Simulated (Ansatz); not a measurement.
One change: `C[SiH2]BO` becomes `O=C[SiH2]BO`.

Ansatz, PBE0-D4/def2-TZVP geometries, multiplicity 1. Each molecule was computed in one conformer, which needn't be the lowest.

| property | `C[SiH2]BO` |
| --- | --- |
| HOMO energy (B3LYP/def2-TZVPP) / eV | -7.40 |
| LUMO energy (B3LYP/def2-TZVPP) / eV | -1.11 |
| HOMO energy (ωB97M-V/def2-TZVPP) / eV | -9.75 |
| size of the dipole moment (B3LYP/def2-TZVPP) / D | 1.77 |
| LUMO energy (PBE/def2-TZVPP) / eV | -1.87 |
| size of the dipole moment (PBE/def2-TZVPP) / D | 1.81 |

Task: What does the change do to each property? (Estimate.)

Result: The calculation gave: 
```
                                        property  `O=C[SiH2]BO`  shift
             HOMO energy (B3LYP/def2-TZVPP) / eV          -7.09   0.31
             LUMO energy (B3LYP/def2-TZVPP) / eV          -2.26  -1.15
           HOMO energy (ωB97M-V/def2-TZVPP) / eV          -9.51   0.24
size of the dipole moment (B3LYP/def2-TZVPP) / D           2.34   0.57
               LUMO energy (PBE/def2-TZVPP) / eV          -3.16  -1.29
  size of the dipole moment (PBE/def2-TZVPP) / D           2.09   0.28
```

With PBE0 the HOMO rises by 0.30 eV and the LUMO falls by 1.11 eV, so the gap narrows by about 1.41 eV. PBE moves the HOMO by 0.42 eV and ωB97M-V by 0.24 eV. Dipoles are sizes alone; their direction can turn.

B3LYP here is the variant with VWN-RPA as its local correlation; programs differ in this.
